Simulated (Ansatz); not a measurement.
`FB(F)[Si](Cl)(Cl)Cl` + `C=C` → `C=CB(F)F` + `Cl[SiH](Cl)Cl`  (formal exchange of groups at a B–Si bond)

Computed with Ansatz on PBE0-D4/def2-TZVP structures; ΔE is electronic, products minus reactants. CBS: MP2 limit from def2 TZ/QZ plus the TZ coupled-cluster correction, frozen cores. This one scheme is used for every species. Functionals use def2-TZVPP. Each species was taken in one conformer, which may not be the lowest.

```tsv
level	ΔE (kJ/mol)
RPA@PBE/def2-TZVPP	-50.0
CCSD/CBS(def2)	-53.5
```

Problem. What does CCSD(T)/CBS give? (Estimate.)

Solution. Ansatz gave: -51.4 kJ/mol. The listed levels differ from it by 1.4, -2.1 kJ/mol.

Largest T1 diagnostic among the species: 0.013.

The D4 term adds +5.8 kJ/mol with B3LYP and +3.5 kJ/mol with PBE0; it sums over pairs of atoms, weighted by their polarisabilities, and B3LYP, whose exchange is more repulsive, gets the larger term. From PBE to PBE0 (25 % exact exchange), in def2-TZVPP and without D4, ΔE moves by −6.1 kJ/mol.

B3LYP here is the variant with VWN-RPA as its local correlation; programs differ in this.
